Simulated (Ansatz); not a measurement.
Vertical ionisation energy (eV) of eight silicon and germanium compounds: PBE beside PBE0, computed with Ansatz (a first-principles code) for isolated molecules in the bases named; differences from unrounded values. The eight are the first of their class met in an unordered collection, after screening for sound electronic states; none was chosen by its value. Functionals give these values as differences of separate SCF runs (ΔSCF), EOM-CCSD as a root; each molecule has one DFT geometry for both levels.

```tsv
molecule	basis	PBE0
C₃H₁₂Si₃, SMILES [SiH3]C[C@H]1C[SiH2][SiH2]1	def2-SVPD	8.90
C2H7NOSi2, SMILES N[Si@]1(O)C=C[SiH2]1	def2-SVPD	8.78
C3H6FNSi, SMILES N1(CC=C1)[SiH2]F	def2-SVPD	8.33
1-silylprop-2-en-1-one (C3H6OSi), SMILES C=CC(=O)[SiH3]	def2-SVPD	9.08
CH₆OSeSi, SMILES C[Se]O[SiH3]	def2-SVPD	8.65
CH₃FO₃Si, SMILES O=CO[Si@@H](O)F	def2-SVPD	11.50
C2H6F2OSi, SMILES COC(F)(F)[SiH3]	def2-SVPD	11.24
Si(F)(OH)(SH)2 (FH3OS2Si), SMILES S[Si](F)(S)O	def2-SVPD	10.03
```

Task: Estimate the PBE values and say how PBE differs from PBE0 over the set. (An estimate is asked for; the answer gives what the named calculation found.)

Result: 
```json
[
 {"molecule": "C₃H₁₂Si₃, SMILES [SiH3]C[C@H]1C[SiH2][SiH2]1", "PBE": "8.65", "difference": "-0.25"},
 {"molecule": "C2H7NOSi2, SMILES N[Si@]1(O)C=C[SiH2]1", "PBE": "8.45", "difference": "-0.33"},
 {"molecule": "C3H6FNSi, SMILES N1(CC=C1)[SiH2]F", "PBE": "8.33", "difference": "0.00"},
 {"molecule": "1-silylprop-2-en-1-one (C3H6OSi), SMILES C=CC(=O)[SiH3]", "PBE": "8.93", "difference": "-0.15"},
 {"molecule": "CH₆OSeSi, SMILES C[Se]O[SiH3]", "PBE": "8.49", "difference": "-0.16"},
 {"molecule": "CH₃FO₃Si, SMILES O=CO[Si@@H](O)F", "PBE": "11.05", "difference": "-0.45"},
 {"molecule": "C2H6F2OSi, SMILES COC(F)(F)[SiH3]", "PBE": "10.67", "difference": "-0.57"},
 {"molecule": "Si(F)(OH)(SH)2 (FH3OS2Si), SMILES S[Si](F)(S)O", "PBE": "9.61", "difference": "-0.42"}
]
```
PBE lies below PBE0 in 7 and above it in 0 of the eight; the mean signed difference is -0.29 and the largest -0.57 eV.
